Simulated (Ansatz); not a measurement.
`B/C(N)=[CH]/[SnH3]`. The species carries charge 0 and has multiplicity 1. Sn: def2 effective core potential. Geometry: relaxed with PBE0-D4/def2-TZVP. It is one conformer, not always the lowest.

```xyz
13

B    -1.481   -1.039   -1.468
C    -0.687   -0.130   -0.506
N    -0.946    1.223   -0.506
C     0.258   -0.729    0.264
Sn    1.656    0.246    1.524
H    -1.398   -2.224   -1.361
H    -2.157   -0.563   -2.339
H    -1.429    1.588   -1.307
H    -0.255    1.847   -0.118
H     0.301   -1.811    0.216
H     3.157   -0.562    1.462
H     1.117    0.292    3.144
H     1.864    1.864    0.995
```

(1) What is the dipole moment at B3LYP/def2-TZVPP? (An estimate is asked.)

(2) And with PBE, r2SCAN, ωB97M-V? (Best estimate.)

(3) Give the Mulliken charges with B3LYP, ωB97M-V, r2SCAN in def2-TZVPP. (An estimate is asked.)

Answers

(1) Computed: 1.19 D, with components (0.10, 1.05, -0.55) D in this frame, pointing from negative to positive charge.

(2) Ansatz gave: PBE 1.27 D, r2SCAN 1.25 D, ωB97M-V 1.16 D.

(3) Ansatz gave: 
| atom | B3LYP | ωB97M-V | r2SCAN |
| --- | --- | --- | --- |
| B1 | -0.09 | -0.17 | -0.01 |
| C2 | 0.11 | 0.15 | 0.11 |
| N3 | -0.29 | -0.27 | -0.33 |
| C4 | -0.40 | -0.41 | -0.38 |
| Sn5 | 0.64 | 0.52 | 0.61 |
| H6 | 0.03 | 0.08 | 0.00 |
| H7 | 0.01 | 0.06 | -0.02 |
| H8 | 0.16 | 0.13 | 0.17 |
| H9 | 0.14 | 0.12 | 0.15 |
| H10 | 0.10 | 0.10 | 0.09 |
| H11 | -0.13 | -0.09 | -0.13 |
| H12 | -0.13 | -0.09 | -0.12 |
| H13 | -0.15 | -0.11 | -0.15 |

B3LYP here is the variant with VWN-RPA as its local correlation; programs differ in this.
